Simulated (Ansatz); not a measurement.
`B/C=C/C` + `[SiH3]N[SiH3]` → `CN([SiH3])[SiH3]` + `BC=C`  (substitution at a C–C bond)

Computed with Ansatz on PBE0-D4/def2-TZVP structures; ΔE is electronic, products minus reactants. CCSD(T)/CBS is the MP2 limit (def2-TZVPP, def2-QZVPP) plus CCSD(T) − MP2 in def2-TZVPP, frozen cores. This one scheme is used for every species. DFT in def2-TZVPP. B3LYP here is the variant with VWN-RPA as its local correlation; programs differ in this.

| level | ΔE (kJ/mol) | difference from CCSD(T)/CBS |
| --- | --- | --- |
| B3LYP-D4 | 59.3 | -0.3 |
| r2SCANh-D4 | 65.8 | 6.2 |
| ωB97M-V | 60.7 | 1.1 |
| PBE-QIDH | 64.1 | 4.5 |
| PBE | 65.9 | 6.3 |
| BHLYP | 64.9 | 5.3 |
| RPA@PBE/def2-TZVPP | 51.9 | -7.7 |
| CCSD(T)/def2-SVP | 52.3 | -7.3 |
| MP2/def2-TZVPP | 60.9 | 1.3 |
| CCSD/def2-TZVPP | 58.7 | -0.9 |
| CCSD(T)/CBS | 59.6 | 0 |

Largest T1 diagnostic among the species: 0.011.

Leaving LDA and LC-ωPBE aside and taking each functional with its dispersion term where it has one, the values, not all of them listed here, spread over 9.9 kJ/mol, from BLYP-D4 to B97M-V. At CCSD(T), def2-SVP lies −7.3 kJ/mol from the extrapolated value and def2-TZVPP −1.8 kJ/mol. The D4 term adds −5.8 kJ/mol with B3LYP and −3.1 kJ/mol with PBE0; it sums over pairs of atoms, weighted by their polarisabilities, and B3LYP, whose exchange is more repulsive, gets the larger term.
